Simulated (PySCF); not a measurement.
## Calculated data, CH₆AlBN

Calculation on a computer-drawn molecule: optimised geometry and harmonic frequencies of an isolated molecule of the commonest isotopes, restricted reference for singlets and unrestricted otherwise, frozen core in MP2. Program: PySCF 2.14.0.

## CH₆AlBN

Start structure:
```xyz
10
CH6AlBN
C      1.1801    -0.6328     2.7808
Al     0.3507    -1.1206     1.0393
B     -0.4039    -2.4137    -0.3667
N     -0.9579    -2.6202    -1.6070
H      0.5751     0.1981     3.2906
H      1.2395    -1.4758     3.4669
H      2.1724    -0.2145     2.7244
H      0.0558    -0.1469    -0.1887
H     -1.3079    -3.5432    -1.8555
H     -1.1309    -1.8632    -2.2795
```

Here we set charge 1, multiplicity 1, method HF and basis cc-pV(D+d)Z.

It finds rotational constants 14.98, 2.25, 1.98 GHz; total energy -362.2001 hartree; convergence status largest gradient component 8.19e-06 hartree/bohr.

Drawn bonds:
```
atom  other atom  order
   1           2      1
   2           3      1
   3           4      1
   1           5      1
   1           6      1
   1           7      1
   2           8      1
   4           9      1
   4          10      1
```

Optimised structure:
```xyz
10
CH6AlBN
C      1.0655    -0.8413     2.5239
Al     0.1554    -0.2188     0.9321
B     -0.3977    -1.8442    -0.5065
N     -0.7347    -2.7930    -1.3725
H      1.3095    -0.0063     3.1855
H      0.4462    -1.5472     3.0877
H      1.9992    -1.3567     2.2744
H     -0.3206     1.1453     0.3443
H     -0.5368    -3.7715    -1.2242
H     -1.2129    -2.5991    -2.2401
```

Modes:
```
frequency (cm⁻¹)  reduced mass (dalton)
           51.26                  1.037
           101.2                   2.97
           136.7                   1.05
           240.4                  2.917
           284.7                  2.681
           369.4                  7.137
             417                    1.3
           590.7                  1.101
           648.8                  1.295
             679                  3.944
           724.1                  1.294
             789                  1.294
           823.4                  1.548
            1346                  1.215
            1523                  1.601
            1530                  1.057
            1535                  1.054
            1727                  2.354
            2083                  1.044
            3157                  1.036
            3233                  1.099
            3260                    1.1
            3703                  1.053
            3797                  1.096
```
